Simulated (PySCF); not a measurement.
Bond stretch in SMILES C=S (CH₂S), singlet. The C1–S4 bond (C1 also carries H, H; S4 carries nothing else) is varied alone, starting from the PBE0/def2-TZVP optimised geometry. Each curve is given relative to its own lowest point near equilibrium.

```json
[
 {"R / Å": "1.21", "A": "224.6", "B": "209.7", "C": "208.1", "D": "207.4"},
 {"R / Å": "1.29", "A": "132.1", "B": "120.4", "C": "116.3", "D": "117.8"},
 {"R / Å": "1.36", "A": "78.3", "B": "69.0", "C": "63.0", "D": "67.0"},
 {"R / Å": "1.45", "A": "34.9", "B": "28.5", "C": "20.4", "D": "28.0"},
 {"R / Å": "1.49", "A": "22.6", "B": "17.4", "C": "8.4", "D": "17.7"},
 {"R / Å": "1.56", "A": "8.5", "B": "5.3", "C": "1.8", "D": "6.5"},
 {"R / Å": "1.60", "A": "3.8", "B": "1.8", "C": "0.2", "D": "2.9"},
 {"R / Å": "1.65", "A": "0.7", "B": "0.0", "C": "0.0", "D": "0.5"},
 {"R / Å": "1.71", "A": "0.0", "B": "0.9", "C": "1.7", "D": "0.0"},
 {"R / Å": "1.74", "A": "0.6", "B": "2.4", "C": "3.2", "D": "0.5"},
 {"R / Å": "1.86", "A": "7.6", "B": "12.6", "C": "12.2", "D": "6.1"},
 {"R / Å": "1.96", "A": "16.8", "B": "24.6", "C": "22.0", "D": "13.2"},
 {"R / Å": "2.16", "A": "—", "B": "51.8", "C": "45.4", "D": "28.5"},
 {"R / Å": "2.43", "A": "—", "B": "87.2", "C": "69.9", "D": "—"},
 {"R / Å": "2.66", "A": "—", "B": "112.6", "C": "79.4", "D": "—"},
 {"R / Å": "2.85", "A": "—", "B": "129.8", "C": "83.4", "D": "—"},
 {"R / Å": "3.17", "A": "—", "B": "151.5", "C": "86.5", "D": "—"},
 {"R / Å": "3.52", "A": "—", "B": "—", "C": "87.8", "D": "—"},
 {"R / Å": "3.93", "A": "—", "B": "—", "C": "88.4", "D": "—"},
 {"R / Å": "4.27", "A": "—", "B": "—", "C": "88.7", "D": "—"},
 {"R / Å": "4.85", "A": "—", "B": "—", "C": "88.9", "D": "—"},
 {"R / Å": "5.65", "A": "—", "B": "—", "C": "88.9", "D": "—"}
]
```

Energies in kcal/mol.

Problem. Which curve belongs to which method? The methods are CASSCF(4,4)/6-31G run with PySCF 2.14.0; PySCF with restricted r2SCAN/6-31G; unrestricted Hartree-Fock/3-21G run with PySCF; MP2 on UHF/6-31G, 6 core orbitals frozen in PySCF.

Solution. A is CASSCF(4,4); B is RKS-r2SCAN; C is UMP2; D is UHF/3-21G.

A dash means that the run gave no value there, or that the column was ended at a point which the program doubted or which failed a test of continuity chosen for this set; such a test can also cut sound points.

The unrestricted solution behind UMP2 changes between 2.16 and 2.43 Å, which can leave a kink. The unrestricted determinant behind UMP2 is spin-contaminated at 1.56 to 5.65 Å (<S²> up to 2.0, against 0.00 for a pure singlet). The restricted form behind RKS-r2SCAN keeps the bonding electrons paired and can't separate into open-shell fragments. The unrestricted solution behind UHF/3-21G changes between 4.85 and 5.65 Å, which can leave a kink. The unrestricted determinant behind UHF/3-21G is spin-contaminated at 1.56 to 4.85 Å (<S²> up to 1.8, against 0.00 for a pure singlet).
